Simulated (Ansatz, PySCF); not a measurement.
H₂FNSi (SMILES N[Si]F), singlet, geometry from GFN2-xTB, with bond 4-3 at 1.8 times its length. Base run: CASSCF(6,6)/def2-SVP (PySCF).

The PySCF input:
```python
from pyscf import gto, scf, mcscf
import numpy

mol = gto.M(
    atom='''
Si   -0.36987679    0.14038541    0.52982896
F     0.84303482    1.01948402   -0.15708767
N    -0.27552124   -1.14468521   -0.58510570
H     0.91051030   -1.18936315   -1.96602414
H    -0.86377480   -1.95844905   -0.55579390
''',
    basis='def2-svp',
    verbose=4,
)

mf = scf.RHF(mol)
mf.kernel()
mc = mcscf.CASSCF(mf, 6, 6)
mc.fix_spin_(ss=0.0)
mc.kernel()
occ = numpy.linalg.eigvalsh(mc.fcisolver.make_rdm1(mc.ci, mc.ncas, mc.nelecas))[::-1]
ss = mc.fcisolver.spin_square(mc.ci, mc.ncas, mc.nelecas)[0]
print('natural occupations', occ.round(4), ' <S^2>', round(ss, 4))
```

Programs used: Ansatz (a program for electronic structure), PySCF; a row that names a program was run with it.

Variants of this job, named by their change:

```
change                                                ΔE vs base (kcal/mol)                      natural occupations  <S^2> of the state
----------------------------------------------------  ---------------------  ---------------------------------------  ------------------
base                                                                  0.000            1.96 1.96 1.80 0.20 0.04 0.03                0.00
active space = 2 electrons, 4 orbitals                                40.57                      1.92 0.05 0.02 0.01                0.00
active space = 4 electrons, 6 orbitals                                 3.55            1.92 1.79 0.20 0.05 0.03 0.01                0.00
conv_tol = 1e-5                                                       0.000            1.96 1.96 1.80 0.20 0.04 0.03                0.00
active space = 6 electrons, 8 orbitals                                -7.60  1.96 1.95 1.80 0.20 0.04 0.03 0.01 0.00                0.00
state_average = 2 states                                               5.60                                        -                   -
orbitals = fixed (CASCI); correction = SC-NEVPT2                     -244.3            1.98 1.96 1.84 0.16 0.04 0.01                0.00
code = ansatz                                                         -8.96                                        -                   -
code = ansatz; correction = SC-NEVPT2, all electrons                 -241.9                                        -                   -
solver = newton                                                       0.000            1.96 1.96 1.80 0.20 0.04 0.03                0.00
start = MP2 natural orbitals                                          -8.97            1.98 1.97 1.84 0.17 0.03 0.02                0.00
```

Active orbitals are taken around the Fermi level unless the row says otherwise; CASSCF can end in different local minima, and two programs can end on different orbitals. State-averaged rows give the lowest state.

Ansatz warned in this series: other orbitals give a lower active-space energy.
